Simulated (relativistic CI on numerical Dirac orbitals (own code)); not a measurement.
# Calculated levels, Ho65+

Computed by Dirac-Coulomb-Breit CI, separate exchange-only KLI orbitals for each configuration, model QED, unscaled Slater integrals (own radial code, finite nucleus).

CI space: 1s2, 1s.2s, 1s.2p, 1s.3s, 1s.3p, 1s.3d, 1s.4s, 1s.4p, 1s.4d, 1s.4f, 1s.5s, 1s.5p, 1s.5d, 1s.5f, 1s.5g, 1s.6s, 1s.6p, 1s.6d, 2s2. Levels of other configurations are missing.

| No. | Configuration | Term | J | E (Ry) | % | Landé g | Lifetime (s) |
| --- | --- | --- | --- | --- | --- | --- | --- |
| 1 | 1s2 | 1S | 0 | 0.00 | 100 |  |  |
| 2 | 1s.2s | 3S | 1 | 3497.58 | 100 | 1.896 | 2.73e-13 |
| 3 | 1s.2p | 3P° | 1 | 3505.04 | 68 | 1.236 | 1.26e-16 |
| 4 | 1s.2s | 1S | 0 | 3506.76 | 100 |  |  |
| 5 | 1s.2p | 3P° | 0 | 3506.81 | 100 |  |  |
| 6 | 1s.2p | 3P° | 2 | 3579.07 | 100 | 1.435 | 5.65e-14 |
| 7 | 1s.2p | 1P° | 1 | 3582.37 | 68 | 1.163 | 6.46e-17 |
| 8 | 1s.3s | 3S | 1 | 4168.45 | 100 | 1.908 | 5.05e-15 |
| 9 | 1s.3p | 3P° | 1 | 4170.46 | 68 | 1.247 | 4.02e-16 |
| 10 | 1s.3s | 1S | 0 | 4170.90 | 100 |  | 5.21e-15 |
| 11 | 1s.3p | 3P° | 0 | 4170.92 | 100 |  | 1.98e-15 |
| 12 | 1s.3p | 3P° | 2 | 4192.49 | 100 | 1.448 | 2.56e-15 |
| 13 | 1s.3d | 3D | 2 | 4193.18 | 60 | 1.047 | 7.28e-16 |
| 14 | 1s.3d | 3D | 1 | 4193.41 | 100 | 0.524 | 7.48e-16 |
| 15 | 1s.3p | 1P° | 1 | 4193.46 | 68 | 1.184 | 2.12e-16 |
| 16 | 1s.3d | 3D | 3 | 4199.70 | 100 | 1.295 | 8.16e-16 |
| 17 | 1s.3d | 1D | 2 | 4199.88 | 60 | 1.080 | 7.89e-16 |
| 18 | 1s.4s | 3S | 1 | 4399.21 | 100 | 1.912 | 7.56e-15 |
| 19 | 1s.4p | 3P° | 1 | 4400.03 | 68 | 1.251 | 9.33e-16 |
| 20 | 1s.4s | 1S | 0 | 4400.21 | 100 |  | 7.63e-15 |
| 21 | 1s.4p | 3P° | 0 | 4400.21 | 100 |  | 3.42e-15 |
| 22 | 1s.4p | 3P° | 2 | 4409.26 | 100 | 1.453 | 4.24e-15 |
| 23 | 1s.4d | 3D | 2 | 4409.56 | 60 | 1.052 | 1.66e-15 |
| 24 | 1s.4d | 3D | 1 | 4409.65 | 100 | 0.532 | 1.72e-15 |
| 25 | 1s.4p | 1P° | 1 | 4409.67 | 68 | 1.192 | 4.96e-16 |
| 26 | 1s.4d | 3D | 3 | 4412.32 | 100 | 1.299 | 1.89e-15 |
| 27 | 1s.4f | 3F° | 3 | 4412.34 | 57 | 1.013 | 3.65e-15 |
| 28 | 1s.4f | 3F° | 2 | 4412.38 | 100 | 0.685 | 3.65e-15 |
| 29 | 1s.4d | 1D | 2 | 4412.40 | 60 | 1.086 | 1.80e-15 |
| 30 | 1s.4f | 3F° | 4 | 4413.69 | 100 | 1.223 | 3.75e-15 |

Energies count from the lowest computed level; ° marks odd parity; lifetimes are radiative, by E1, M1, E2, M2 decay to levels of this space only; some are left blank where a channel outside the calculation adds to the decay or the decay crosses a small, uncertain gap.

The mean weight of the leading LS term, summed over parents, in these 30 levels is 87 %, and that of the leading jj configuration (from the same eigenvectors) 100 %, so jj coupling describes them better and the LS labels are nominal.

At this charge energies of transitions that change n are usually good to better than 1 %, and those within a shell (Δn = 0) to a few per cent.

LS names give the leading component of a level, which can be under half, so a name can repeat, a term be missing and a line seem to break the LS rules.
